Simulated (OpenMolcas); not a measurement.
## Which level was it?

The species is GeSiH6 (8 atoms), meant as a singlet with charge 0. SMILES: `[SiH3][GeH3]`. The shape is that of a PBE0-D4/def2-TZVP optimisation.

```xyz
8

Si   -0.5167    0.3865   -1.0102
Ge    0.5297   -0.3938    0.9774
H    -1.8949    0.8572   -0.7109
H    -0.5908   -0.7084   -2.0133
H     0.2608    1.5145   -1.5874
H     0.6191    0.7336    2.0194
H     1.9543   -0.8905    0.6791
H    -0.2693   -1.5562    1.5901
```

Orbital energies are those of the mean-field step.

A calculation with OpenMolcas 26.06 gave:

```yaml
total_energy: -2369.4955 Eh
dipole_moment: 0.12 D
HOMO_energy: -9.18 eV
LUMO_energy: 1.89 eV
HOMO–LUMO_gap: 11.07 eV
```

Problem. Which of these levels gave the numbers?
A. SVWN5/cc-pVDZ
B. CCSD(T)/cc-pVDZ
C. B2PLYP/cc-pVDZ
D. TPSS/cc-pVDZ

Solution. C. The others give -2368.0326 Eh (CCSD(T)/cc-pVDZ), -2365.6733 Eh (SVWN5/cc-pVDZ), -2370.0628 Eh (TPSS/cc-pVDZ).
